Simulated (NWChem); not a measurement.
System: CH$_{4}$F$_{2}$OSi; SMILES C[Si](O)(F)F

Excerpt of the output:

```
             Northwest Computational Chemistry Package (NWChem) 7.3.0
             --------------------------------------------------------

                             Geometry "geometry" -> ""
                             -------------------------

 Output coordinates in angstroms (scale by  1.889725989 to convert to a.u.)

  No.       Tag          Charge          X              Y              Z
 ---- ---------------- ---------- -------------- -------------- --------------
    1 C                    6.0000     0.38511200    -1.79471900     0.00230600
    2 Si                  14.0000    -0.01209900     0.01001800    -0.00054300
    3 O                    8.0000    -1.64142600     0.20930500    -0.00840000
    4 F                    9.0000     0.63858400     0.75165600    -1.27038800
    5 F                    9.0000     0.62647400     0.75457000     1.27371100
    6 H                    1.0000    -0.03419900    -2.28155000     0.88889400
    7 H                    1.0000     1.46787000    -1.95755500     0.00226600
    8 H                    1.0000    -0.03428900    -2.28318000    -0.88338800
    9 H                    1.0000    -1.98487800     1.11372700    -0.00935900

 Effective nuclear repulsion energy (a.u.)     260.7038119825

                                 NWChem DFT Module
                                 -----------------

 Summary of "ao basis" -> "ao basis" (spherical)
 ------------------------------------------------------------------------------
       Tag                 Description            Shells   Functions and Types
 ---------------- ------------------------------  ------  ---------------------
 C                           6-31g*                  6       14   3s2p1d
 Si                          6-31g*                  8       18   4s3p1d
 O                           6-31g*                  6       14   3s2p1d
 F                           6-31g*                  6       14   3s2p1d
 H                           6-31g*                  2        2   2s

 in cosmo_initialize ...
 calling solv_data for solv:h2o

 solvent parameters
 solvname_short: h2o
 solvname_long:  water
 dielec:       78.4000
 dielecinf:     1.7769
 aqueous SMD model solvent descriptors
 dielec:       78.4000
 sola:          0.8200

          ---------------
          -cosmo- solvent
          ---------------
 Cosmo: York-Karplus, doi: 10.1021/jp992097l
 dielectric constant -eps-     =  78.40
 screen = (eps-1)/(eps    )    =   0.98724
 surface charge correction     = lagrangian

[...]

                                COSMO-SMD solvation results
                                ---------------------------

             internal energy in gas <Psi(g)|H|Psi(g)> =      -605.097096933123
         internal energy in solvent <Psi(s)|H|Psi(s)> =      -605.095894421587
                               delta internal energy  =         0.001202511536 (    0.75 kcal/mol)
   total free energy in solvent <Psi(s)|H+V/2|Psi(s)> =      -605.109771467216
 polarization energy contribution <Psi(s)|V/2|Psi(s)> =        -0.013877045629 (   -8.71 kcal/mol)
    total free energy in solvent including G(SMD-CDS) =      -605.103933103493
                       G(SMD-CDS) energy contribution =         0.005838363723 (    3.66 kcal/mol)
     1 M fixed-concentration free energy of solvation =        -0.006836170370 (   -4.29 kcal/mol)

                       DFT Final Molecular Orbital Analysis
                       ------------------------------------

 Vector   23  Occ=2.000000D+00  E=-3.749167D-01
              MO Center= -1.2D+00,  1.3D-01, -6.0D-03, r^2= 2.1D+00
   Bfn.  Coefficient  Atom+Function         Bfn.  Coefficient  Atom+Function
  ----- ------------  ---------------      ----- ------------  ---------------
    35      0.387687  3 O  px                36      0.366139  3 O  py
    39      0.269517  3 O  px                40      0.259491  3 O  py
    49      0.182763  4 F  px                63      0.182690  5 F  px
    38     -0.179599  3 O  s                 20      0.127043  2 Si s
    53      0.124163  4 F  px                67      0.124161  5 F  px

 Vector   24  Occ=2.000000D+00  E=-3.463109D-01
              MO Center=  2.4D-01, -9.9D-01,  1.3D-03, r^2= 2.4D+00
   Bfn.  Coefficient  Atom+Function         Bfn.  Coefficient  Atom+Function
  ----- ------------  ---------------      ----- ------------  ---------------
     4      0.410955  1 C  py                22     -0.289791  2 Si py
     8      0.247449  1 C  py                50      0.200484  4 F  py
    64      0.200834  5 F  py                20      0.179721  2 Si s
    35     -0.159338  3 O  px                54      0.145575  4 F  py
    68      0.145818  5 F  py                18      0.119984  2 Si py

 Vector   25  Occ=2.000000D+00  E=-3.407396D-01
              MO Center= -1.4D+00,  2.3D-01, -7.5D-03, r^2= 1.4D+00
   Bfn.  Coefficient  Atom+Function         Bfn.  Coefficient  Atom+Function
  ----- ------------  ---------------      ----- ------------  ---------------
    37      0.597266  3 O  pz                41      0.452239  3 O  pz
    49     -0.150404  4 F  px                63      0.150755  5 F  px
    53     -0.108109  4 F  px                67      0.108437  5 F  px
    27      0.078275  2 Si pz                31      0.055889  2 Si d  1
    23      0.055400  2 Si pz                 5     -0.053328  1 C  pz

 Vector   26  Occ=0.000000D+00  E= 5.091991D-02
              MO Center= -5.9D-01,  3.7D-01, -2.7D-03, r^2= 4.8D+00
   Bfn.  Coefficient  Atom+Function         Bfn.  Coefficient  Atom+Function
  ----- ------------  ---------------      ----- ------------  ---------------
    24      1.271235  2 Si s                  6     -0.896078  1 C  s
    38     -0.722363  3 O  s                 82      0.515777  9 H  s
    78      0.330328  7 H  s                 52     -0.309667  4 F  s
    66     -0.310104  5 F  s                 76      0.265484  6 H  s
    80      0.265790  8 H  s                 40     -0.215171  3 O  py

[...]
```

Level: B3LYP/6-31G* (spherical d), SMD on the gas-phase geometry. Structure relaxed at the B3LYP/6-31G* (spherical d) level. Solvent: water.

Question: Which NWChem input produces such a log?

Answer: Several could match; the one computed here: the input that was run:
```
start job
memory heap 200 mb stack 900 mb global 1100 mb
geometry units angstroms noautosym nocenter noautoz
  C      0.385112    -1.794719     0.002306
  Si    -0.012099     0.010018    -0.000543
  O     -1.641426     0.209305    -0.008400
  F      0.638584     0.751656    -1.270388
  F      0.626474     0.754570     1.273711
  H     -0.034199    -2.281550     0.888894
  H      1.467870    -1.957555     0.002266
  H     -0.034289    -2.283180    -0.883388
  H     -1.984878     1.113727    -0.009359
end
basis spherical
  * library 6-31g*
end
dft
  xc b3lyp
  iterations 150
end
cosmo
  do_cosmo_smd true
  solvent water
end
task dft energy
```
